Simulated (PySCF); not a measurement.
Polarisability and C₆ of In²⁺ (indium, charge +2)

[Kr] 4d9 5s2, 2D determinant (an excited configuration). Calculation: PySCF 2.14, in aug-cc-pVQZ-DK3 (9s8p6d3f2g, 102 functions); the spin-free X2C one-electron Hamiltonian (Gaussian nucleus). Coupled (time-dependent) response in atomic units; α is the mean over directions.

| method | mean α (bohr³) | α xx, yy, zz | C₆ (like pair) | S(−4) |
| --- | --- | --- | --- | --- |
| revPBE | 16.41 | 16.63, 16.63, 15.96 | 92.87 | 107.0 |

S(−4) is the Cauchy moment in α(ω) = α(0) + S(−4) ω² + …

Spin-orbit coupling is absent.

α(iu) at revPBE:

| u (hartree) | α(iu) (bohr³) |
| --- | --- |
| 0 | 16.41 |
| 0.0500 | 16.15 |
| 0.100 | 15.41 |
| 0.200 | 13.13 |
| 0.300 | 10.71 |
| 0.500 | 7.149 |
| 0.750 | 4.780 |
| 1.00 | 3.518 |
| 1.50 | 2.230 |
| 2.00 | 1.569 |
| 3.00 | 0.8981 |
| 5.00 | 0.3962 |

A single London oscillator, α(iu) = α/(1 + u²/ω²), gives C₆ = (3/4) ω α². Matching the computed C₆ needs ω = 4 × 92.87 / (3 × 16.41²) = 0.460 hartree.

For an ion, C₆ is the dispersion term alone; charge-induced terms of lower order in 1/R come first.

The components differ because the open shell of this determinant is not spherical; for a pure term their mean is the scalar polarisability.
